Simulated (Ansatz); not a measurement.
Consider the ligand exchange at a B–C bond: `CC(Cl)BS` + CH₃SH → `CSBS` + `CCCl`.

Computed with Ansatz on PBE0-D4/def2-TZVP structures; ΔE is electronic, products minus reactants. CCSD(T)/CBS is the MP2 limit (def2-TZVPP, def2-QZVPP) plus CCSD(T) − MP2 in def2-TZVPP, frozen cores. This one scheme is used for every species. Functionals use def2-TZVPP. B3LYP here is the variant with VWN-RPA as its local correlation; programs differ in this. One conformer a species, not always the lowest.

```json
{"level": "PBE-D4", "ΔE (kcal/mol)": "-20.6", "difference from CCSD(T)/CBS": "-1.1"}
{"level": "r2SCAN-D4", "ΔE (kcal/mol)": "-20.9", "difference from CCSD(T)/CBS": "-1.4"}
{"level": "PBE0-D4", "ΔE (kcal/mol)": "-20.5", "difference from CCSD(T)/CBS": "-1.0"}
{"level": "B3LYP-D4", "ΔE (kcal/mol)": "-19.8", "difference from CCSD(T)/CBS": "-0.3"}
{"level": "ωB97X-V", "ΔE (kcal/mol)": "-19.7", "difference from CCSD(T)/CBS": "-0.2"}
{"level": "PBE", "ΔE (kcal/mol)": "-21.3", "difference from CCSD(T)/CBS": "-1.8"}
{"level": "PBE0", "ΔE (kcal/mol)": "-21.2", "difference from CCSD(T)/CBS": "-1.7"}
{"level": "B3LYP", "ΔE (kcal/mol)": "-20.9", "difference from CCSD(T)/CBS": "-1.4"}
{"level": "HF/def2-TZVPP", "ΔE (kcal/mol)": "-20.6", "difference from CCSD(T)/CBS": "-1.1"}
{"level": "MP2/def2-TZVPP", "ΔE (kcal/mol)": "-20.0", "difference from CCSD(T)/CBS": "-0.5"}
{"level": "SCS-MP2/def2-TZVPP", "ΔE (kcal/mol)": "-19.7", "difference from CCSD(T)/CBS": "-0.2"}
{"level": "CCSD/def2-TZVPP", "ΔE (kcal/mol)": "-19.0", "difference from CCSD(T)/CBS": "0.5"}
{"level": "HF/def2-QZVPP", "ΔE (kcal/mol)": "-20.6", "difference from CCSD(T)/CBS": "-1.1"}
{"level": "MP2/def2-QZVPP", "ΔE (kcal/mol)": "-20.2", "difference from CCSD(T)/CBS": "-0.7"}
{"level": "MP2/CBS(def2)", "ΔE (kcal/mol)": "-20.4", "difference from CCSD(T)/CBS": "-0.9"}
{"level": "CCSD/CBS(def2)", "ΔE (kcal/mol)": "-19.4", "difference from CCSD(T)/CBS": "0.1"}
{"level": "CCSD(T)/CBS", "ΔE (kcal/mol)": "-19.5", "difference from CCSD(T)/CBS": "0"}
```

Largest T1 diagnostic among the species: 0.013.

The D4 term adds +1.1 kcal/mol with B3LYP and +0.7 kcal/mol with PBE0; it sums over pairs of atoms, weighted by their polarisabilities, and B3LYP, whose exchange is more repulsive, gets the larger term.
